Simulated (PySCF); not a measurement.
Spinor energies of Ho³⁹⁺ (holmium, charge +39)

Start: [Ar] 3d10. Calculated with PySCF 2.14 in an uncontracted even-tempered set (18 s from 2.8 bohr⁻², ratio 2.6; 15 p from 3.6 bohr⁻², ratio 2.6; 10 d from 3.6 bohr⁻², ratio 2.6; 6 f from 3.7 bohr⁻², ratio 2.8): generalised Hartree-Fock with the X2C-1e Hamiltonian and a Gaussian nucleus; spin-orbit coupling (SO) screened by Boettger's factors.

| spinor shell | electrons | ε, screened SO (eV) | weight of nominal j (screened SO) | rms radius, screened SO (bohr) |
| --- | --- | --- | --- | --- |
| 1s1/2 | 2 | -57654.5 | 1.000 | 0.0236 |
| 2s1/2 | 2 | -11194.2 | 1.000 | 0.0950 |
| 2p1/2 | 2 | -10728.5 | 1.000 | 0.0812 |
| 3s1/2 | 2 | -3792.3 | 1.000 | 0.240 |
| 3p1/2 | 2 | -3591.3 | 1.000 | 0.231 |
| 3p3/2 | 4 | -3398.8 | 1.000 | 0.244 |
| 3d3/2 | 4 | -3065.9 | 1.000 | 0.215 |
| 3d5/2 | 6 | -3023.9 | 1.000 | 0.219 |

(1) Where does 2p3/2 lie, and what is the 2p spin-orbit splitting (screened SO)?

| quantity | screened SO |
| --- | --- |
| E (hartree) | -11670.86203 |
| M_J | 0 |
| ⟨J²⟩ | 0.000 |
| ⟨L²⟩ | 0.039 |
| ⟨S²⟩ | 0.039 |

Breit and QED terms are absent; they matter most for the inner s and p1/2 levels.

Densities and radii are taken from the X2C orbitals without a picture-change correction, which distorts them close to the nucleus.

Results:

(1) At -9862.4 eV, 866.08 eV above 2p1/2.
